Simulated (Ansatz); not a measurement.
Cost and result for the atomization energy of C₄H₅F₃ (`FC1[C@@H](F)C[C@@H]1F`) (12 atoms, 12 bonds).

```xyz
12

F    -1.7755    0.7541    0.7687
C    -1.0245    0.2241   -0.2575
C     0.3126    0.9589   -0.4293
C     0.9364   -0.0839    0.5015
F     2.1762   -0.5521    0.1886
C    -0.2537   -1.0198    0.2175
F     0.0040   -1.8406   -0.8496
H    -1.6618    0.0885   -1.1322
H     0.6841    0.8334   -1.4476
H     0.3479    2.0080   -0.1404
H     0.9333    0.2361    1.5469
H    -0.6791   -1.6067    1.0334
```

Charge 0, multiplicity 1. Geometry: relaxed with PBE0-D4/def2-TZVP. Program: Ansatz. All runs use 4 threads of an Arm Neoverse V1 on a shared host. Times are those of one run each, without the atoms' runs, and a repeat can differ threefold. Electronic energies, without spin–orbit coupling; frozen cores. CCSD(T)/CBS adds CCSD(T) − MP2 in def2-TZVPP to the MP2 limit, and its time is that of the two runs behind it. T1 = 0.011. HSE06 is the plane-wave form, built on full-range PBE exchange.

CCSD(T)/CBS is a level of theory with its own doubt, some kJ/mol a heavy atom from the limit and from the frozen cores, so smaller differences don't rank the functionals.

```csv
level,functions,wall time
BLYP-D4/def2-TZVPP,287,3.5 s
revPBE-D4/def2-TZVPP,287,4.3 s
PBE-D4/def2-TZVPP (with forces),287,5 s
BHLYP-D4/def2-TZVPP,287,6 s
PBE0-D4/def2-TZVPP,287,6 s
HSE06-D4/def2-TZVPP,287,6.5 s
r2SCANh-D4/def2-TZVPP,287,9.5 s
PBE-QIDH/def2-TZVPP,287,10 s
ωB97M-V/def2-TZVPP (with forces),287,19 s
CCSD(T)/def2-SVP,123,23 s
MP2/def2-QZVPP,549,63 s
CCSD(T)/def2-TZVPP,287,12 min
CCSD(T)/CBS(def2),–,14 min
```

(1) What atomization energy does each give, and how far from CCSD(T)/CBS? (Estimate.)

## Answers

(1) The calculation gave: 
```tsv
level	atomization (kcal/mol)	difference from CCSD(T)/CBS	per bond
BLYP-D4/def2-TZVPP	1176.2	1.1	0.1
revPBE-D4/def2-TZVPP	1182.6	7.5	0.6
PBE-D4/def2-TZVPP (with forces)	1220.7	45.6	3.8
BHLYP-D4/def2-TZVPP	1127.3	-47.8	-4.0
PBE0-D4/def2-TZVPP	1189.7	14.6	1.2
HSE06-D4/def2-TZVPP	1190.7	15.6	1.3
r2SCANh-D4/def2-TZVPP	1172.5	-2.6	-0.2
PBE-QIDH/def2-TZVPP	1176.1	1.0	0.1
ωB97M-V/def2-TZVPP (with forces)	1182.0	6.9	0.6
CCSD(T)/def2-SVP	1124.7	-50.4	-4.2
MP2/def2-QZVPP	1196.8	21.7	1.8
CCSD(T)/def2-TZVPP	1145.7	-29.4	-2.5
CCSD(T)/CBS(def2)	1175.1	0.0	0.0
```

From r2SCAN to r2SCAN0 (25 % exact exchange), in def2-TZVPP and without D4, the atomization energy moves by −24.3 kcal/mol: exact exchange takes away binding that semilocal exchange gives to molecules. In def2-TZVPP, CCSD(T) changes the Hartree–Fock value by +304.6 kcal/mol (the triples alone add +20.5 kcal/mol) and MP2 by +338.4 kcal/mol; breaking electron pairs costs correlation energy, which Hartree–Fock lacks. At CCSD(T), def2-SVP lies −50.5 kcal/mol from the extrapolated value and def2-TZVPP −29.4 kcal/mol: correlation converges slowly with the basis, and small sets miss more of it in the bonded molecule than in its fragments.
